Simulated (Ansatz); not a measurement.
Consider the hydrogenolysis of the Sn–Al bond: `[CH3][SnH2][AlH2]` + H₂ → `[CH3][SnH3]` + `[AlH3]`.

Gas-phase electronic energies from Ansatz, PBE0-D4/def2-TZVP geometries. CCSD(T)/CBS adds triple-zeta CCSD(T) − MP2 to the extrapolated MP2 energy (def2 sets, frozen cores). This one scheme is used for every species. Functionals use def2-TZVPP. B3LYP here is the variant with VWN-RPA as its local correlation; programs differ in this. HSE06 is defined as in plane-wave codes. def2 core potentials past Kr. For Sn outer-core shells are correlated without core-valence functions, which leaves a few kJ/mol of doubt a bond.

`[CH3][SnH2][AlH2]`:

Z-matrix (Å, degrees):
```
C
Sn 1 2.152
H 1 1.090 2 110.0
H 1 1.090 2 109.7 3 -120.0
H 1 1.090 2 110.0 3 120.0
Al 2 2.662 1 114.5 3 -59.2
H 2 1.718 1 107.4 3 176.9
H 2 1.719 1 107.3 3 64.0
H 6 1.590 2 120.7 1 -175.7
H 6 1.591 2 120.9 1 4.4
```

H₂:

Z-matrix (Å, degrees):
```
H
H 1 0.746
```

`[CH3][SnH3]`:

Cartesian coordinates in Å:
```
C 0.132 -0.258 -1.114
Sn -0.113 0.222 0.957
H 0.037 -1.334 -1.260
H 1.116 0.061 -1.456
H -0.631 0.249 -1.706
H -1.653 -0.284 1.499
H 1.085 -0.565 1.888
H 0.027 1.909 1.190
```

`[AlH3]`:

Cartesian coordinates in Å:
```
Al 0.000 0.000 0.000
H -0.482 -0.556 1.405
H -0.947 -0.118 -1.266
H 1.429 0.673 -0.139
```

```tsv
level	ΔE (kJ/mol)	difference from CCSD(T)/CBS
LDA (SPW92)	28.1	1.0
revPBE-D4	31.1	4.0
BLYP-D4	24.6	-2.5
r2SCAN-D4	26.9	-0.2
PBE0-D4	27.5	0.4
B3LYP-D4	21.2	-5.9
r2SCAN0-D4	24.3	-2.8
HSE06-D4	27.9	0.8
BHLYP-D4	16.4	-10.7
CAM-B3LYP-D4	12.5	-14.6
ωB97X-V	15.6	-11.5
ωB97M-V	16.7	-10.4
PBE-QIDH	22.7	-4.4
PBE	28.9	1.8
revPBE	27.5	0.4
r2SCAN	25.8	-1.3
PBE0	24.1	-3.0
B3LYP	15.4	-11.7
r2SCANh	24.6	-2.5
r2SCAN0	22.9	-4.2
HSE06	24.5	-2.6
BHLYP	9.0	-18.1
CAM-B3LYP	8.6	-18.5
LC-ωPBE	13.8	-13.3
RPA@PBE/def2-TZVPP	15.4	-11.7
HF/def2-SVP	-8.9	-36.0
MP2/def2-SVP	11.1	-16.0
CCSD/def2-SVP	7.1	-20.0
CCSD(T)/def2-SVP	9.9	-17.2
HF/def2-TZVPP	-4.1	-31.2
MP2/def2-TZVPP	24.8	-2.3
SCS-MP2/def2-TZVPP	17.3	-9.8
CCSD/def2-TZVPP	15.5	-11.6
CCSD(T)/def2-TZVPP	19.8	-7.3
HF/def2-QZVPP	-4.7	-31.8
MP2/def2-QZVPP	28.8	1.7
SCS-MP2/def2-QZVPP	21.0	-6.1
HF/CBS(def2)	-4.8	-31.9
MP2/CBS(def2)	32.2	5.1
CCSD/CBS(def2)	22.8	-4.3
CCSD(T)/CBS	27.1	0
```

Largest T1 diagnostic among the species: 0.012.

At CCSD(T), def2-SVP lies −17.2 kJ/mol from the extrapolated value and def2-TZVPP −7.3 kJ/mol. The D4 term adds +5.8 kJ/mol with B3LYP and +3.4 kJ/mol with PBE0; it sums over pairs of atoms, weighted by their polarisabilities, and B3LYP, whose exchange is more repulsive, gets the larger term.
